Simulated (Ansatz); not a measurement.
`C[O][GaH2]` + `[CH3][AlH][O][SiH2]C` → `C[O][GaH][CH3]` + `[CH3][AlH][O][SiH3]`  (redistribution)

Computed with Ansatz on PBE0-D4/def2-TZVP structures; ΔE is electronic, products minus reactants. CCSD(T)/CBS is the MP2 limit (def2-TZVPP, def2-QZVPP) plus CCSD(T) − MP2 in def2-TZVPP, frozen cores. DFT in def2-TZVPP. For Ga outer-core shells are correlated without core-valence functions, which leaves a few kJ/mol of doubt a bond. Scalar relativity is left out up to krypton. One conformer a species, not always the lowest.

(1) Is it downhill or uphill in electronic energy at CCSD(T)/CBS, and by how much? (Estimate.)

(2) What do these levels give: ωB97X-V, ωB97M-V, B2PLYP, PBE0, SCS-MP2/def2-TZVPP, HF/CBS(def2)? (Estimate.)

Largest T1 diagnostic among the species: 0.015.

## Answers

(1) Computed: Uphill: ΔE = +0.08 eV.

(2) Ansatz gave: ωB97X-V 0.14, ωB97M-V 0.15, B2PLYP 0.11, PBE0 0.14, SCS-MP2/def2-TZVPP 0.08, HF/CBS(def2) 0.14 eV.

In def2-TZVPP, CCSD(T) changes the Hartree–Fock value by −0.04 eV (the triples alone add −0.00 eV) and MP2 by −0.05 eV.
